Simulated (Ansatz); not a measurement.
Basis-set extrapolation for CH6FNO2Si, SMILES `CO[Si](N)(O)F` (PBE0-D4/def2-TZVP geometry, frozen core, Ansatz 0.2.0). Multiplicity 1, RHF reference.

```json
{"": "HF", "def2-TZVPP": "-634.296819", "def2-QZVPP": "-634.323773"}
{"": "MP2 correlation", "def2-TZVPP": "-1.224677", "def2-QZVPP": "-1.324922"}
{"": "CCSD(T) correlation", "def2-TZVPP": "-1.295025", "def2-QZVPP": "not run"}
```

Energies in hartree. Use E(X) = E(∞) + A·exp(−7.88·√X) for Hartree–Fock and E(X) = E(∞) + B·X^(−2.97) for correlation, with X = 3 and 4, and add CCSD(T) minus MP2 of the smaller set to the MP2 limit.

Q: What is the CCSD(T) energy at the basis-set limit?

A: HF limit: -634.323773 + (-0.026954) × 0.13774 = -634.32749. MP2 limit: -1.324922 + (-0.100245) × 0.74074 = -1.39918. Higher-order term: -1.295025 − (-1.224677) = -0.07035. Total: -635.79702 hartree, 538.7 kJ/mol below CCSD(T)/def2-TZVPP.
